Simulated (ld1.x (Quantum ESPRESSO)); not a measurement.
**What one change does to a pseudopotential (H (Z = 1), TM)**

| Quantity | Value |
| --- | --- |
| Element | H |
| Generator | ld1.x (Quantum ESPRESSO) 7.5 |
| Type | norm-conserving Troullier–Martins (Kleinman–Bylander form) |
| Functional | PBE |
| Relativity | non-relativistic |
| Frozen core | none |
| Valence charge | 1 |
| Reference configuration | 1s1 |
| Partial waves | 2p channel at 0.2 Ry: rc 0.75 bohr; 1s (bound): rc 0.90 bohr |
| Local potential | the s channel |
| Core correction | none |

All-electron outer shells of the reference configuration (PBE, non-relativistic, ld1.x):

| shell | level (eV) | outermost node (bohr) | outermost maximum (bohr) |
| --- | --- | --- | --- |
| 1s | -6.49 | – | 1.03 |

Change: all radii scaled by about 0.82 (s 0.74, p 0.62 bohr).

Cutoffs: the cutoffs (Ry, on a coarse ladder) from which the occupation-weighted sum of valence levels, in a spherical-Bessel basis at the reference potential, stays within 10 and 1 mRy of its value at 400 Ry; they do not see the model core or the augmentation charge, which bear on the density cutoff. Errors are all-electron minus pseudo energies relative to the spin-unpolarised reference configuration.

**Question.** What does the change do?

**Answer.** The potential gets harder (30 Ry and 55 Ry → 35 Ry and 70 Ry); neither file shows a bound ghost. A smaller radius makes the pseudo-wave follow the all-electron one further in, where it bends more sharply, so more plane waves are needed.

```tsv
quantity	base	changed
cutoff, loose	30 Ry	35 Ry
cutoff, tight	55 Ry	70 Ry
bound ghosts	none	none
error for 1s0.5, meV [ΔE 4.76 eV]	+0.3	+0.1
```
